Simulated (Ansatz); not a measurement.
Born–Oppenheimer molecular dynamics of Cl₃FSi (5 atoms, charge 0, multiplicity 1). It starts from a relaxed structure.

Level of theory: RKS BLYP-D4/def2-SVP (Ansatz).

- ensemble: NVT, Nosé–Hoover chain
- time step: 2 fs
- steps asked: 166
- set temperature: 100 K
- thermostat: time constant 100 fs, chain length 1
- seed: 70744

First frame:

```xyz
5
Properties=species:S:1:pos:R:3
Si 0.000 0.000 -0.044
F 0.000 0.000 1.578
Cl 1.951 0.000 -0.690
Cl -0.975 1.690 -0.691
Cl -0.975 -1.690 -0.691
```

**Question.** How far do the bonds stretch over the last three quarters of this one trajectory? (Pairs bonded in most of those frames.)

**Answer.** 
```tsv
bond	mean (Å)	spread (Å)	shortest	longest
Si1–F2	1.623	0.022	1.58	1.66
Si1–Cl3	2.062	0.035	1.99	2.13
Si1–Cl4	2.057	0.021	2.02	2.10
Si1–Cl5	2.057	0.020	2.02	2.10
```

Mean temperature of the second half: 147 K. The conserved energy stayed within 0.27 meV per atom of its start (net change 0.11 meV per atom), so the integration is sound. The mean temperature of the second half is 47 % above the set value. A run of 0.33 ps of so small a system gives no equilibrium averages.

Run time: 3.1 min on 2 threads of Intel(R) Xeon(R) Platinum 8259CL CPU @ 2.50GHz (Skylake/Cascade Lake), on a shared host, peak memory 0.15 GiB.
